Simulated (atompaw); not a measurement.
cerium: one change to a PAW (atompaw) potential, before and after

cerium, PAW, made with atompaw 4.2.0.5 (PBEsol, scalar-relativistic). Core [Kr] 4d10 5s2, reference 4f1 5p6 5d1 6s1.75 6p0.25. Waves: 6s (bound): rc 3.00 bohr; 6s channel at 0.6 Ry: rc 3.00 bohr; 5p (bound): rc 2.65 bohr; 6p (bound): rc 3.00 bohr; 5d (bound): rc 3.00 bohr; 5d channel at 4.05 Ry: rc 3.00 bohr; 4f (bound): rc 1.40 bohr; 4f channel at 0.25 Ry: rc 1.40 bohr. Local part: troulliermartins scheme with l = 4 at 0.5 Ry, radius 2.85 bohr. Core correction: smooth core density matched at 2.20 bohr. Augmentation charge: sinc compensation charge, radius 2.80 bohr; PAW radius 3.00 bohr; waves and projectors: custom polynom gramschmidtortho.

Change: all radii scaled by about 0.77 (s 2.32, p 2.04, d 2.32, f 1.08 bohr); local potential troulliermartins scheme with l = 4 at 0.5 Ry, radius 2.20 bohr; augmentation sinc compensation charge, radius 2.16 bohr; PAW radius 2.32 bohr; waves and projectors: custom polynom gramschmidtortho; core correction smooth core density matched at 1.70 bohr.

Cutoffs: the cutoffs (Ry, on a coarse ladder) from which the occupation-weighted sum of valence levels, in a spherical-Bessel basis at the reference potential, stays within 10 and 1 mRy of its value at 400 Ry; they do not see the model core or the augmentation charge, which bear on the density cutoff.

Problem. What does the change do?

Solution. The potential gets harder (60 Ry and 100 Ry → 100 Ry and 180 Ry); both files keep a bound ghost (s). A smaller radius makes the pseudo-wave follow the all-electron one further in, where it bends more sharply, so more plane waves are needed.

```csv
quantity,base,changed
"cutoff, loose",60 Ry,100 Ry
"cutoff, tight",100 Ry,180 Ry
loose cutoff by channel (10 mRy a level),"s 6 Ry, p 10 Ry, d 8 Ry, f 60 Ry","s 6 Ry, p 12 Ry, d 10 Ry, f 100 Ry"
bound ghosts,s,s
lowest overlap eigenvalue by channel,"s 0.48, p 0.74, d 0.81, f 0.98","s 0.15, p 0.83, d 0.96, f 0.99"
```

 A true bound ghost makes a file unfit for plane-wave use even where its test errors are small: the radial tests pick states by their node count and pass the ghost by. The cutoffs see the waves, projectors and local potential, not the compensation charge or the core.
